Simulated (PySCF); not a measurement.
**Diatomic cations of Bi with the halogens**

CCSD(T) with double-zeta basis sets in PySCF, for the lowest determinant that a PBE0 search found; no spin–orbit coupling. De refers to high-spin ground-configuration atoms (the charge goes to the atom of lower measured ionisation energy or higher electron affinity, which is not always the lowest computed limit).

```csv
M,basis,"reference, frozen orbitals",charged atom,state (unpaired electrons),Re (Å),ωe (cm⁻¹),De (eV)
F,def2-SVP,"UHF, 5",Bi+,doublet (π ↑),1.991,646,n/a
Cl,def2-SVP,"UHF, 9",Bi+,doublet (π ↑),2.391,390,n/a
Br,def2-SVP,"UHF, 13",Bi+,doublet (π ↑),2.528,261,n/a
```

The shortest bond is that of BiF⁺ (1.991 Å), the longest that of BiBr⁺ (2.528 Å).

Down a group the atoms grow and get heavier, so bonds lengthen and wavenumbers fall; this series shows no clear exception.

Correlated steps freeze the inner cores (5 to 13 orbitals); shallow outer-core shells are correlated. Spin–orbit coupling is left out, which matters for elements this heavy, above all for dissociation energies. States were picked by a PBE0 search and need not be the measured ground states.
